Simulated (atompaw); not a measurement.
# Reading a pseudo-wave (V (Z = 23))

Columns: radius, all-electron u(r) and pseudo u(r) of the 3d shell (level -5.52 eV) of vanadium in the configuration [Ne] 3s2 3p6 3d3 4s1.75 4p0.25; PBE, scalar-relativistic, PAW (atompaw) scheme, atompaw 4.2.0.5.

| r (bohr) | all-electron | pseudo |
| --- | --- | --- |
| 0.104 | 0.0434 | 0.0004 |
| 0.208 | 0.1867 | 0.0029 |
| 0.312 | 0.3638 | 0.0096 |
| 0.415 | 0.5231 | 0.0219 |
| 0.519 | 0.6487 | 0.0410 |
| 0.623 | 0.7365 | 0.0675 |
| 0.727 | 0.7893 | 0.1010 |
| 0.831 | 0.8130 | 0.1407 |
| 0.935 | 0.8149 | 0.1851 |
| 1.038 | 0.8015 | 0.2318 |
| 1.142 | 0.7778 | 0.2797 |
| 1.246 | 0.7474 | 0.3258 |
| 1.350 | 0.7132 | 0.3681 |
| 1.454 | 0.6772 | 0.4043 |
| 1.558 | 0.6406 | 0.4332 |
| 1.662 | 0.6044 | 0.4535 |
| 1.765 | 0.5694 | 0.4648 |
| 1.869 | 0.5355 | 0.4675 |
| 1.973 | 0.5032 | 0.4623 |
| 2.077 | 0.4725 | 0.4503 |
| 2.181 | 0.4436 | 0.4331 |
| 2.285 | 0.4164 | 0.4123 |
| 2.388 | 0.3910 | 0.3899 |
| 2.492 | 0.3670 | 0.3669 |
| 2.596 | 0.3444 | 0.3445 |
| 2.700 | 0.3233 | 0.3233 |

**Question.** How many radial nodes do the two functions have?

**Answer.** The all-electron 3d function has n − l − 1 = 0; the pseudo-wave has 0.

**Question.** Where does each function peak?

**Answer.** Outermost all-electron maximum near 0.94 bohr, pseudo maximum near 1.87 bohr (to the table’s step).

**Question.** Is the pseudo-wave norm-conserving?

**Answer.** No, it belongs to a PAW set: the norm inside the radius is not constrained, and the difference is carried by the augmentation charge.
